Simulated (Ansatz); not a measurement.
`C[S][Ti]([F])([F])[Cl]` + H₂S → `[F][Ti]([F])([SH])[Cl]` + CH₃SH at 500 K and 1 bar (ligand exchange at a Ti–S bond).

Program: Ansatz. Geometries: PBE0-D4/def2-TZVP. ΔE: electronic, gas phase. CBS: MP2 limit from def2 TZ/QZ plus the TZ coupled-cluster correction, frozen cores. This one scheme is used for every species. For Ti outer-core shells are correlated without core-valence functions, which leaves a few kJ/mol of doubt a bond. Scalar relativity is left out up to krypton. Each species was taken in one conformer, which may not be the lowest.

```csv
species,CCSD(T)/CBS energy (Eh),H − E (kJ/mol),S (J/(mol·K))
`C[S][Ti]([F])([F])[Cl]`,-1946.16025,172.6,479.0
H₂S,-398.97279,57.0,224.0
`[F][Ti]([F])([SH])[Cl]`,-1906.90100,84.1,423.2
CH₃SH,-438.22835,145.1,283.7
```

H − E and S are ideal-gas, rigid-rotor, harmonic terms from PBE0-D4/def2-TZVP, for one conformer and one mirror image of each species. 1 Eh = 2625.50 kJ/mol, R = 8.31446 J/(mol·K).

Problem. By hand: ΔE, ΔH, ΔS and ΔG.

Solution. ΔE = (-1906.90100) + (-438.22835) − (-1946.16025) − (-398.97279) = 0.00369 Eh = 9.7 kJ/mol. Δ(H − E) = 84.1 + 145.1 − 172.6 − 57.0 = -0.4, so ΔH = 9.3 kJ/mol. ΔS = 423.2 + 283.7 − 479.0 − 224.0 = 3.9 J/(mol·K). ΔG = 9.3 − 500 × (3.9)/1000 = 7.4 kJ/mol.

Problem. By hand: the equilibrium constant, and the temperature at which ΔG would vanish if ΔH and ΔS stayed fixed.

Solution. log₁₀ K = −ΔG/(RT ln 10) = -0.8. ΔG = 0 at ΔH/ΔS = 2385 K, though so small a ΔH makes that figure unsure.

The number of gas molecules stays the same, so ΔS is small and ΔH decides. A doubt of 5 kJ/mol in ΔE shifts log₁₀ K by 0.5 here. Other conformers and mirror images would add mixing entropy, several J/(mol·K) or more a flexible species. Modes under 60 cm⁻¹, often nearly free rotors, make the harmonic entropy too high. These are equilibria of isolated gas molecules and say nothing of rates. Largest T1 diagnostic: 0.025 (customary marks: 0.02 for closed shells, 0.045 for open ones).
